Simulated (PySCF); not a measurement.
**How methods differ on the ionisation energy of Cr**

Cr [Ar] 3d5 4s1 (7S) → Cr⁺ [Ar] 3d5 (6S), as a difference of total energies. Calculation: PySCF 2.14, in cc-pVDZ-DK; scalar relativity by spin-free X2C-1e. Correlated levels: valence: [Ar] frozen. The calculations carry no spin-orbit coupling.

| method | ionisation energy (eV) |
| --- | --- |
| UHF | 6.012 |
| B3LYP | 7.104 |
| PBE0 | 7.015 |
| MP2 (valence) | 6.442 |
| SCS-MP2 (valence) | 6.156 |

**Question.** How much does correlation contribute at MP2 (valence)?

**Answer.** 6.442 − (6.012) = 0.430 eV, measured against UHF.

Errors of the correlated levels include the incompleteness of this basis and the frozen core.

For comparison: 6.767 eV (measured; NIST Atomic Spectra Database, ionization energies).
